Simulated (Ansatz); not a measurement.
This geometry of C3H7BO (12 atoms, charge 0, multiplicity 1) is a first-order saddle point.

Level of theory: Ansatz 0.2.0, RKS PBE-D4/STO-3G.

```xyz
12
Properties=species:S:1:pos:R:3
B -0.732 1.694 1.408
C -0.511 0.729 0.242
C 0.535 -0.157 0.238
C 0.829 -1.187 -0.886
O -0.336 -2.010 -1.260
H -0.001 1.666 2.334
H -1.620 2.471 1.393
H -1.186 0.724 -0.638
H 1.223 -0.174 1.108
H 1.259 -0.632 -1.768
H 1.607 -1.903 -0.534
H -0.990 -1.278 -1.602
```

(1) Which two structures does it join? (They come from a converged band through this point; their orientation in space is the band's.)

(2) How far does it lie above each of them?

## Answers

(1) No bond is made or broken. The dihedral H9–C3–C4–H10 goes from -169 to -46°.

Image 0:

```xyz
12
Properties=species:S:1:pos:R:3
B -0.639 1.870 1.242
C -0.301 0.963 0.058
C 0.423 -0.192 0.217
C 0.738 -1.191 -0.909
O -0.084 -2.412 -0.714
H -0.338 1.536 2.334
H -1.189 2.901 1.082
H -0.591 1.225 -0.979
H 0.736 -0.509 1.233
H 0.565 -0.709 -1.907
H 1.798 -1.532 -0.856
H -1.040 -2.006 -0.767
```

Image 8:

```xyz
12
Properties=species:S:1:pos:R:3
B -0.856 1.460 1.596
C -0.657 0.442 0.473
C 0.573 -0.086 0.188
C 0.837 -1.121 -0.936
O -0.319 -1.413 -1.791
H 0.080 1.844 2.204
H -1.931 1.867 1.868
H -1.496 0.062 -0.143
H 1.468 0.231 0.763
H 1.739 -0.772 -1.514
H 1.124 -2.092 -0.460
H -0.484 -0.479 -2.214
```

(2) 0.088 eV above the first and 0.076 eV above the second. This is the barrier of this one path; another mechanism may lie lower. Limits of this set-up: minimal basis.

Time of the run: 80 s on 1 thread of Intel(R) Xeon(R) Platinum 8275CL CPU @ 3.00GHz (Skylake/Cascade Lake), on a shared host, peak memory 0.12 GiB.
